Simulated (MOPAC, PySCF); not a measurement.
Positional isomers: trisilane hydroxy+amino. All species are isolated molecules in the gas phase. One relaxed conformer stands for each flexible species; it need not be the lowest. Strings in code marks are SMILES.

Quantity: electronic energy of isomers of H9NOSi3 relative to `N[Si@@H](O)[SiH2][SiH3]`, in kJ/mol. Semi-empirical values (MOPAC) are differences of heats of formation.

Level 1: PBE/6-31G* // r2SCAN-D4/def2-TZVP (PySCF)
Level 2: SVWN5/6-31G* // r2SCAN-D4/def2-TZVP (PySCF)
Level 3: frozen-core MP2/6-31G* // r2SCAN-D4/def2-TZVP (PySCF)
Level 4: PM7 // r2SCAN-D4/def2-TZVP (MOPAC)

| species | level 1 | level 2 | level 3 | level 4 |
|---|---|---|---|---|
| `N[SiH2][Si@@H](O)[SiH3]` | 32.34 | 32.44 | 37.28 | 6.23 |
| `N[SiH2][SiH2][SiH2]O` | 34.74 | 38.41 | 33.14 | -4.82 |
| `N[Si@@H]([SiH3])[SiH2]O` | 33.16 | 33.71 | 35.06 | 3.52 |
| `N[Si](O)([SiH3])[SiH3]` | 10.10 | 8.48 | 12.37 | 5.88 |
